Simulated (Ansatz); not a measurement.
```yaml
crystal:
  periodic: [false, false, false]
  atoms:
    - {symbol: C, position_ang: [2.299744, -0.153998, 2.425855]}
    - {symbol: C, position_ang: [1.379620, 0.030614, 1.331183]}
    - {symbol: N, position_ang: [0.653005, 0.180988, 0.462128]}
    - {symbol: Al, position_ang: [-0.610996, 0.509714, -1.117167]}
    - {symbol: C, position_ang: [-0.354633, -1.134286, -2.156096]}
    - {symbol: C, position_ang: [-2.298254, 0.868412, -0.183164]}
    - {symbol: F, position_ang: [0.185787, 1.865594, -1.708654]}
    - {symbol: H, position_ang: [2.790955, -1.123901, 2.334084]}
    - {symbol: H, position_ang: [3.052973, 0.635192, 2.404376]}
    - {symbol: H, position_ang: [1.758913, -0.110636, 3.372448]}
    - {symbol: H, position_ang: [-0.645459, -2.027817, -1.592767]}
    - {symbol: H, position_ang: [-0.962549, -1.125896, -3.067089]}
    - {symbol: H, position_ang: [0.685517, -1.265840, -2.471243]}
    - {symbol: H, position_ang: [-3.106125, 1.079976, -0.891761]}
    - {symbol: H, position_ang: [-2.625351, 0.014286, 0.420008]}
    - {symbol: H, position_ang: [-2.226049, 1.734899, 0.482062]}
basis:
  gaussian: {orbitals: 6-31G}
total_charge: -1
magnetization: {spin_polarized: true, initial_magnetization: 1}
hamiltonian: {xc: {name: HF}}
correlation: {method: mp2, frozen_orbitals: {C: 0}}
accuracy: high
```

```sh
$ ansatz run in.yaml --threads 4 --pin off --events-out ev --progress --plain --max-ram 11315MiB
```

Shortened log:

```
Functional definition: HF
Error: "frozen_orbitals" has no count for N
```

What is wrong with this run?

Frozen orbitals are typed for one element alone, and the program wants a count for each. The program refused the input.
